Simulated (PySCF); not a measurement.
Species: (NaF)4 cube, Na4F4.
Bonds: Na1–F2, Na1–F4, Na1–F6, F2–Na3, F2–Na7, Na3–F4, Na3–F8, F4–Na5, Na5–F6, Na5–F8, F6–Na7, Na7–F8.

Theory: PySCF 2.14.0, PBE0-D3(BJ)/def2-SVP geometry optimisation, gas phase.

How far are the bound atoms from Na1?

3 atoms: F4 2.136 Å, F2 2.139 Å, F6 2.142 Å. The nearest atom not counted as bound is Na7, at 2.96 Å.

List the angles at Na1.

```csv
angle,degrees,distance of the outer atoms (Å)
F2–Na1–F6,92.4,3.09
F4–Na1–F6,92.0,3.08
F2–Na1–F4,91.9,3.07
```

What is the shape at Na1?

Pyramidal: angles 92.4°, 92.0° and 91.9°, sum 276.3°, 1.19 Å off the plane of its three neighbours. Differences among atoms that Td makes equivalent are scatter left by the optimiser.

What are the other bond lengths?

Na5–F6 2.144 Å.

Give some angles away from the centre.

Na1–F2–Na3 88.0°, F2–Na7–F6 92.6°.

What are the rotational constants (commonest isotopes, rigid rotor)?

A = 1326, B = 1322, C = 1316 MHz: a spherical top.

Point group: Td (tolerance 0.08 Å). Charge 0, singlet. No PBE0-D3(BJ)/def2-SVP frequencies stand behind this structure, so it isn't proved a minimum.

Hardware: an x86-64 server with one thread (shared host). Cost: 28 s wall. This is the geometry optimisation.

One conformer stands for the species.
